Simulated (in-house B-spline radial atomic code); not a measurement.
Inner levels of antimony as electrons are removed. A shift is the extra binding of the orbital against the neutral atom ([Kr] 4d10 5s2 5p3). The density at the nucleus is averaged over the nuclear charge. Computed with a radial B-spline atomic code at the basis-set limit: Dirac-Hartree-Fock, average of the configuration, finite nuclei.

| ion | configuration | shift of 3d5/2 (eV) | shift of 4p1/2 (eV) | shift of 2p1/2 (eV) | radius of 3d5/2 (bohr) | radius of 4p1/2 (bohr) | radius of 2p1/2 (bohr) | Σ<r²> (bohr²) | change of density at nucleus (bohr⁻³) |
| --- | --- | --- | --- | --- | --- | --- | --- | --- | --- |
| Sb | [Kr] 4d10 5s2 5p3 | 0 | 0 | 0 | 0.30586 | 0.83675 | 0.10336 | 62.767 | - |
| Sb+ | [Kr] 4d10 5s2 5p2 | 8.5295 | 8.4835 | 8.5458 | 0.30586 | 0.83683 | 0.10336 | 48.556 | 7.238 |
| Sb2+ | [Kr] 4d10 5s2 5p1 | 18.446 | 18.3 | 18.499 | 0.30585 | 0.8368 | 0.10336 | 38.316 | 15.891 |
| Sb3+ | [Kr] 4d10 5s2 | 29.516 | 29.204 | 29.63 | 0.30583 | 0.83662 | 0.10336 | 30.277 | 25.629 |
| Sb4+ | [Kr] 4d10 5s1 | 42.875 | 42.358 | 43.047 | 0.3058 | 0.83537 | 0.10336 | 24.886 | -22.98 |
| Sb5+ | [Kr] 4d10 | 57.109 | 56.299 | 57.365 | 0.30577 | 0.83387 | 0.10336 | 20.207 | -82.617 |
| Sb6+ | [Kr] 4d9 | 80.884 | 77.366 | 81.679 | 0.30599 | 0.82598 | 0.10336 | 18.337 | -67.432 |
